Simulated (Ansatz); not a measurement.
Geometry optimisation, RKS BLYP-D4/def2-SVP (Ansatz).

input.yaml

```yaml
crystal:
  periodic: [false, false, false]
  atoms:
    - { symbol: Ge, position_ang: [0.0, 0.0, 0.0] }
    - { symbol: O, position_ang: [0.0, 0.0, 1.77] }
    - { symbol: H, position_ang: [-0.9095, -0.2814, 2.1071] }
    - { symbol: O, position_ang: [1.6691, 0.0, -0.5894] }
    - { symbol: H, position_ang: [1.9855, -0.9521, -0.7061] }
    - { symbol: H, position_ang: [-0.73, 1.2648, -0.5162] }
    - { symbol: H, position_ang: [-0.73, -1.2648, -0.5162] }
basis:
  gaussian: { orbitals: def2-SVP }
hamiltonian:
  xc: blyp
  dispersion: d4
relax:
  f_tol: 0.02
  max_steps: 40
```

Run as:

```bash
$ ansatz run input.yaml --threads 1 --pin off --max-ram 2048MiB --backend cpu --events-out ev --progress --plain --runs-dir out
```

Problem. Where does it end, and by what steps?

Solution. The run converged. The force dipped under the threshold on the way, but the program's further checks kept it going. After 15 steps the energy has fallen by 0.170 eV; H3 moved furthest, 0.75 Å.

```tsv
step	energy less start (eV)	largest force component (eV/Å)	accepted
0	0.0000	1.425	yes
1	-0.1042	0.797	yes
2	-0.1285	0.324	yes
3	-0.1388	0.240	yes
4	-0.1383	0.243	no
5	-0.1507	0.109	yes
6	-0.1567	0.103	yes
7	-0.1613	0.192	yes
8	-0.1650	0.182	yes
9	-0.1688	0.053	yes
10	-0.1693	0.108	yes
11	-0.1279	1.504	no
12	-0.1701	0.022	yes
13	-0.1703	0.005	yes
14	-0.1704	0.054	yes
15	-0.1704	0.013	yes
```

```xyz
7
Properties=species:S:1:pos:R:3
Ge -0.147 0.044 -0.096
O -0.351 0.220 1.691
H -0.247 -0.632 2.158
O 1.594 -0.074 -0.564
H 1.969 -0.955 -0.369
H -0.617 1.388 -0.681
H -0.916 -1.224 -0.590
```

Whether the end is a true minimum wasn't checked by a vibrational analysis.

Run time: 29 s on 1 thread of Arm Neoverse V2, with other jobs on the host, peak memory 0.14 GiB.
